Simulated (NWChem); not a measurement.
A series in which one site is exchanged, each optimised at PBE0/def2-SVP with NWChem, gas phase unless a solvent is named. For some, no frequency run checked for a minimum. def2 effective core potentials on Sn, I; no spin-orbit coupling.

A: [SnH3][I] (SnH₃I; site = I)
B: [Cl][SnH3] (SnH₃Cl; site = Cl)
C: [SnH4] (SnH₄; site = H)
D: [F][SnH3] (SnH$_{3}$F; site = F)

Values for A:

```
Quantity                                             Result
---------------------------------------------------  ------
dipole (D), PBE0/def2-SVP                              2.18
orbital gap (eV), PBE0/def2-SVP                        6.11
static polarisability, PBE0/def2-SVPD (bohr³)          79.1
lowest singlet excitation, PBE0/def2-SVPD, TDA (eV)    4.71
```

Question: How do these values change for the other members?

Answer: 
```csv
change from A,B,C,D
"dipole (D), PBE0/def2-SVP",+0.39,-2.18,+0.57
"orbital gap (eV), PBE0/def2-SVP",+1.55,+4.00,+2.55
"static polarisability, PBE0/def2-SVPD (bohr³)",-23.4,-34.2,-38.6
"lowest singlet excitation, PBE0/def2-SVPD, TDA (eV)",+1.41,+3.29,+2.29
```
